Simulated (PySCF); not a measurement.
**Which determinant of RbLi lies lowest?**

Unrestricted PBE0; Rb def2-TZVP with ECP28, Li def2-TZVP; scalar-relativistic core potentials (PySCF 2.14). Outer shells of the fragments: Rb 5s1; Li 2s1.

Followed along the bond (rough minima from three points):

| 2Ms+1 | unpaired | ⟨S²⟩ at the start | R at minimum (Å) | Te (eV) |
| --- | --- | --- | --- | --- |
| 1 | none | 0.00 | 3.55 | 0.00 |
| 3 | σ ↑, π ↑ | 2.00 | 3.46 | 1.19 |
| 1 | σ ↑, π ↓ | 1.00 | 3.61 | 1.58 |
| 3 | σ ↑↑ | 2.00 | none in the scan | ≤ 0.57 |

Solutions found at the starting distance of 3.345 Å, counted from the lowest of them; the search is not exhaustive and high or unbound solutions are not listed, so other states can lie among these:

```json
{"2Ms+1": "1", "unpaired": "none", "term": "¹Σ⁺", "E (eV)": "0.00", "⟨S²⟩": "0.00", "⟨Lz²⟩": "0.00", "μ (D)": "-3.70"}
{"2Ms+1": "3", "unpaired": "σ ↑↑", "term": "³Σ⁺", "E (eV)": "0.83", "⟨S²⟩": "2.00", "⟨Lz²⟩": "0.00", "μ (D)": "-0.67"}
{"2Ms+1": "3", "unpaired": "σ ↑, π ↑", "term": "³Π", "E (eV)": "1.18", "⟨S²⟩": "2.00", "⟨Lz²⟩": "1.00", "μ (D)": "-5.24"}
{"2Ms+1": "1", "unpaired": "σ ↑, π ↓", "term": "mixed", "E (eV)": "1.59", "⟨S²⟩": "1.00", "⟨Lz²⟩": "1.00", "μ (D)": "-4.07"}
{"2Ms+1": "3", "unpaired": "σ ↑, δ ↑", "term": "³Δ", "E (eV)": "2.73", "⟨S²⟩": "2.00", "⟨Lz²⟩": "4.00", "μ (D)": "3.81"}
{"2Ms+1": "1", "unpaired": "σ ↑, δ ↓", "term": "mixed", "E (eV)": "2.75", "⟨S²⟩": "1.00", "⟨Lz²⟩": "4.00", "μ (D)": "3.72"}
```

A term symbol is given only where ⟨S²⟩ and ⟨Lz²⟩ are close to those of a pure state; real π, δ and φ orbitals otherwise mix terms. A positive dipole means Rb(−)Li(+).

The measured ground state is X ¹Σ+ (Huber and Herzberg, Constants of Diatomic Molecules (1979)).

Counting both spins, an empty level lies below a filled one in some of these solutions, because spin and occupation are held.
